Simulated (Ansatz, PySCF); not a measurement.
Noncovalent pair: H2S (SMILES S) (first 3 atoms) with C3H6 (SMILES C=CC); geometry from B3LYP-D3(BJ)/def2-TZVP, rigid monomers moved along the line of their centres of mass till H2···C4 is 2.40 Å.
(charge 0, multiplicity 1):
```xyz
12

S      0.12225     0.46332     0.72927
H      0.65053     0.15305     1.92706
H      1.24510     0.13301     0.07201
C      1.18255     0.22833     4.26749
C      0.08448    -0.51096     4.15818
C     -1.28852     0.02002     3.89826
H      1.14922     1.30863     4.17845
H      2.15067    -0.21762     4.45592
H      0.16835    -1.59023     4.25548
H     -1.97256    -0.25520     4.70587
H     -1.28681     1.10675     3.80492
H     -1.70249    -0.40429     2.97886
```

Monomers are frozen at their geometry in the pair; levels with a basis set take the counterpoise correction.

Correlated levels freeze the cores.

Codes used: Ansatz (Gaussian basis) for Hartree–Fock, density functionals and correlated methods; PySCF for the dispersion terms. Values without a source in brackets are computed.

**Question.** What is the computed interaction energy (r2SCAN-D4/def2-TZVPPD)?

**Answer.** -8 kJ/mol

Ansatz is a program for electronic structure.
